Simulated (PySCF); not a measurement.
C4H12MgSSi, singlet, geometry from GFN2-xTB (such geometries of metal compounds can be far from the true shape); CASSCF(6,5)/STO-3G (PySCF).

Here is a job for PySCF.
```python
from pyscf import gto, scf, mcscf
import numpy

mol = gto.Mole()
mol.atom = '''
    Mg   -0.08848256    0.93234617    1.05071559
    S    -0.14912780   -0.44355819    2.98554697
    C    -0.02909671   -1.95793300    1.98329105
    H    -0.92112624   -2.55734430    2.15474639
    H     0.84524295   -2.51718312    2.31003675
    H     0.06000331   -1.71777429    0.91346009
    Si    0.06016461    0.47615337   -1.40922229
    C    -1.40171867   -0.65767390   -1.94029653
    C     1.69434463   -0.46046864   -1.80526915
    C     0.00993228    2.01813319   -2.55184876
    H    -1.35097971   -0.92220039   -2.99410181
    H    -1.41139097   -1.58540609   -1.37022133
    H    -2.35629014   -0.16178545   -1.77262178
    H     1.78420791   -1.36925982   -1.21197239
    H     2.56000738    0.16094818   -1.58347996
    H     1.75666335   -0.74638510   -2.85283359
    H     0.83793938    2.68957814   -2.34104806
    H    -0.91141242    2.57787508   -2.41458387
    H     0.07189689    1.73922117   -3.60086662
'''
mol.basis = 'sto-3g'
mol.verbose = 4
mol.build()

mf = scf.RHF(mol)
mf.kernel()
mc = mcscf.CASSCF(mf, 5, 6)
mc.fix_spin_(ss=0.0)
mc.kernel()
occ = numpy.linalg.eigvalsh(mc.fcisolver.make_rdm1(mc.ci, mc.ncas, mc.nelecas))[::-1]
ss = mc.fcisolver.spin_square(mc.ci, mc.ncas, mc.nelecas)[0]
print('natural occupations', occ.round(4), ' <S^2>', round(ss, 4))
```

Q: Write the output that PySCF gives for this input, abridged.

A: 
```
PySCF version 2.14.0

[INPUT] verbose = 4
[INPUT] num. atoms = 19
[INPUT] num. electrons = 78
[INPUT] charge = 0
[INPUT] spin (= nelec alpha-beta = 2S) = 0
[INPUT] symmetry False subgroup None
[INPUT] Mole.unit = angstrom
[INPUT] Symbol           X                Y                Z      unit          X                Y                Z       unit  Magmom
[...]
nuclear repulsion = 463.525484263681
number of shells = 39
number of NR pGTOs = 177
number of NR cGTOs = 59
basis = sto-3g
ecp = {}

******** <class 'pyscf.scf.hf.RHF'> ********
method = RHF
initial guess = minao
damping factor = 0
level_shift factor = 0
DIIS = <class 'pyscf.scf.diis.CDIIS'>
diis_start_cycle = 1
diis_space = 8
diis_damp = 0
SCF conv_tol = 1e-09
SCF conv_tol_grad = None
SCF max_cycles = 50
direct_scf = True
direct_scf_tol = 1e-13
Set gradient conv threshold to 3.16228e-05
Initial guess from minao.
init E= -1032.39948955233
[...]
cycle= 1 E= -1032.49117681829  delta_E= -0.0917  |g|= 0.41  |ddm|= 4.91
[...]
cycle= 2 E= -1032.57839755034  delta_E= -0.0872  |g|= 0.11  |ddm|= 0.96
[...]
cycle= 3 E= -1032.58395989928  delta_E= -0.00556  |g|= 0.0304  |ddm|= 0.219
[...]
cycle= 4 E= -1032.58456194013  delta_E= -0.000602  |g|= 0.00481  |ddm|= 0.081
[...]
cycle= 5 E= -1032.58458187193  delta_E= -1.99e-05  |g|= 0.001  |ddm|= 0.0161
[...]
cycle= 6 E= -1032.5845827313  delta_E= -8.59e-07  |g|= 0.000275  |ddm|= 0.0031
[...]
cycle= 7 E= -1032.58458280856  delta_E= -7.73e-08  |g|= 7.35e-05  |ddm|= 0.00103
[...]
cycle= 8 E= -1032.58458281427  delta_E= -5.71e-09  |g|= 1.74e-05  |ddm|= 0.000293
[...]
cycle= 9 E= -1032.58458281459  delta_E= -3.13e-10  |g|= 2.89e-06  |ddm|= 7.18e-05
[...]
Extra cycle  E= -1032.58458281458  delta_E= 3.87e-12  |g|= 1.14e-06  |ddm|= 7.43e-06
converged SCF energy = -1032.58458281458

******** <class 'pyscf.mcscf.mc1step.CASSCF'> ********
CAS (3e+3e, 5o), ncore = 36, nvir = 18
max_cycle_macro = 50
max_cycle_micro = 4
conv_tol = 1e-07
conv_tol_grad = None
orbital rotation max_stepsize = 0.02
orbital rotation threshold for CI restart = 0.01
augmented hessian ah_max_cycle = 30
augmented hessian ah_conv_tol = 1e-12
augmented hessian ah_linear dependence = 1e-14
augmented hessian ah_level shift = 1e-08
augmented hessian ah_start_tol = 2.5
augmented hessian ah_start_cycle = 3
augmented hessian ah_grad_trust_region = 3
kf_trust_region = 3
kf_interval = 4
ci_response_space = 4
ci_grad_trust_region = 3
with_dep4 0
natorb = False
canonicalization = True
sorting_mo_energy = False
ao2mo_level = 2
internal_rotation = False
******** <class 'pyscf.fci.addons.SpinPenaltyFCISolver'> ********
max. cycles = 50
conv_tol = 1e-08
davidson only = True
linear dependence = 1e-12
level shift = 0.001
max iter space = 12
nroots = 1
pspace_size = 400
spin = None
CASCI E = -1032.59095484125  S^2 = 0.0000000
Set conv_tol_grad to 0.000316228
macro iter   1 ( 21 JK    4 micro), CASSCF E = -1032.59483377323  dE = -3.87893198e-03  S^2 = 0.0000000
               |grad[o]|=0.0129  |grad[c]|=0.0281  |ddm|=0.0179  |maxRot[o]|=0.263
macro iter   2 ( 21 JK    4 micro), CASSCF E = -1032.59683002690  dE = -1.99625367e-03  S^2 = 0.0000000
               |grad[o]|=0.0137  |grad[c]|=0.00609  |ddm|=0.0201  |maxRot[o]|=0.273
macro iter   3 ( 21 JK    4 micro), CASSCF E = -1032.59813274318  dE = -1.30271629e-03  S^2 = 0.0000000
               |grad[o]|=0.00963  |grad[c]|=0.00781  |ddm|=0.0247  |maxRot[o]|=0.239
macro iter   4 ( 21 JK    4 micro), CASSCF E = -1032.59973928120  dE = -1.60653802e-03  S^2 = 0.0000000
               |grad[o]|=0.00786  |grad[c]|=0.0145  |ddm|=0.0176  |maxRot[o]|=0.193
macro iter   5 ( 21 JK    4 micro), CASSCF E = -1032.60114640712  dE = -1.40712591e-03  S^2 = 0.0000000
               |grad[o]|=0.0086  |grad[c]|=0.0278  |ddm|=0.0236  |maxRot[o]|=0.246
macro iter   6 ( 21 JK    4 micro), CASSCF E = -1032.60381038653  dE = -2.66397942e-03  S^2 = 0.0000000
               |grad[o]|=0.00988  |grad[c]|=0.0357  |ddm|=0.0162  |maxRot[o]|=0.254
[...]
               |grad[o]|=0.00109  |grad[c]|=0.00412  |ddm|=0.000305  |maxRot[o]|=0.0359
macro iter  33 ( 21 JK    4 micro), CASSCF E = -1032.60874886189  dE =  6.51048367e-06  S^2 = 0.0000000
               |grad[o]|=0.00106  |grad[c]|=0.00796  |ddm|=0.000638  |maxRot[o]|=0.00959
macro iter  34 ( 16 JK    3 micro), CASSCF E = -1032.60881463514  dE = -6.57732492e-05  S^2 = 0.0000000
               |grad[o]|=0.00112  |grad[c]|=0.00612  |ddm|=0.000507  |maxRot[o]|=0.0482
macro iter  35 ( 21 JK    4 micro), CASSCF E = -1032.60883108847  dE = -1.64533328e-05  S^2 = 0.0000000
               |grad[o]|=0.00104  |grad[c]|=0.00431  |ddm|=0.000321  |maxRot[o]|=0.0465
macro iter  36 ( 21 JK    4 micro), CASSCF E = -1032.60882734245  dE =  3.74601973e-06  S^2 = 0.0000000
               |grad[o]|=0.00101  |grad[c]|=0.00795  |ddm|=0.000662  |maxRot[o]|=0.00594
macro iter  37 ( 16 JK    3 micro), CASSCF E = -1032.60888719755  dE = -5.98550992e-05  S^2 = 0.0000000
               |grad[o]|=0.00106  |grad[c]|=0.00615  |ddm|=0.000519  |maxRot[o]|=0.0482
macro iter  38 ( 21 JK    4 micro), CASSCF E = -1032.60889591329  dE = -8.71573934e-06  S^2 = 0.0000000
               |grad[o]|=0.000988  |grad[c]|=0.00402  |ddm|=0.000321  |maxRot[o]|=0.0335
macro iter  39 ( 21 JK    4 micro), CASSCF E = -1032.60889497004  dE =  9.43253553e-07  S^2 = 0.0000000
               |grad[o]|=0.000952  |grad[c]|=0.00796  |ddm|=0.00069  |maxRot[o]|=0.00187
macro iter  40 ( 14 JK    3 micro), CASSCF E = -1032.60893291020  dE = -3.79401647e-05  S^2 = 0.0000000
               |grad[o]|=0.000988  |grad[c]|=0.00303  |ddm|=0.000256  |maxRot[o]|=0.0337
macro iter  41 ( 21 JK    4 micro), CASSCF E = -1032.60893635403  dE = -3.44382943e-06  S^2 = 0.0000000
               |grad[o]|=0.000956  |grad[c]|=0.00381  |ddm|=0.000337  |maxRot[o]|=0.016
macro iter  42 ( 21 JK    4 micro), CASSCF E = -1032.60893632844  dE =  2.55961368e-08  S^2 = 0.0000000
               |grad[o]|=0.000899  |grad[c]|=0.00795  |ddm|=0.000708  |maxRot[o]|=0.00166
macro iter  43 ( 16 JK    3 micro), CASSCF E = -1032.60895376172  dE = -1.74332815e-05  S^2 = 0.0000000
               |grad[o]|=0.000925  |grad[c]|=0.000855  |ddm|=0.000125  |maxRot[o]|=0.0161
macro iter  44 ( 21 JK    4 micro), CASSCF E = -1032.60895508390  dE = -1.32218247e-06  S^2 = 0.0000000
               |grad[o]|=0.000913  |grad[c]|=0.00371  |ddm|=0.000298  |maxRot[o]|=0.0087
macro iter  45 ( 21 JK    4 micro), CASSCF E = -1032.60895539840  dE = -3.14503040e-07  S^2 = 0.0000000
               |grad[o]|=0.000888  |grad[c]|=0.00797  |ddm|=0.000719  |maxRot[o]|=0.00155
macro iter  46 (  7 JK    2 micro), CASSCF E = -1032.60901026146  dE = -5.48630567e-05  S^2 = 0.0000000
               |grad[o]|=0.000902  |grad[c]|=0.00878  |ddm|=0.000847  |maxRot[o]|=0.0572
macro iter  47 (  7 JK    2 micro), CASSCF E = -1032.60905442488  dE = -4.41634224e-05  S^2 = 0.0000000
               |grad[o]|=0.00068  |grad[c]|=0.0107  |ddm|=0.00106  |maxRot[o]|=0.0633
macro iter  48 (  7 JK    2 micro), CASSCF E = -1032.60908137432  dE = -2.69494340e-05  S^2 = 0.0000000
               |grad[o]|=0.000435  |grad[c]|=0.0118  |ddm|=0.00119  |maxRot[o]|=0.0665
macro iter  49 (  5 JK    2 micro), CASSCF E = -1032.60908724598  dE = -5.87166414e-06  S^2 = 0.0000000
               |grad[o]|=0.000178  |grad[c]|=0.00219  |ddm|=0.000264  |maxRot[o]|=0.0262
macro iter  50 (  5 JK    1 micro), CASSCF E = -1032.60908896977  dE = -1.72378600e-06  S^2 = 0.0000000
               |grad[o]|=8.04e-05  |grad[c]|=0.00169  |ddm|=0.000106  |maxRot[o]|=0.0187
1-step CASSCF not converged,  50 macro (895 JK 178 micro) steps
CASSCF canonicalization
Density matrix diagonal elements [1.97478363 1.9710011  1.99945355 0.03890047 0.01586125]
CASSCF energy = -1032.60908896977
CASCI E = -1032.60908896977  E(CI) = -11.1010824502113  S^2 = 0.0000000
natural occupations [1.9995 1.9757 1.9718 0.0387 0.0144]  <S^2> 0.0
```

The run did not converge; its last values are not results.
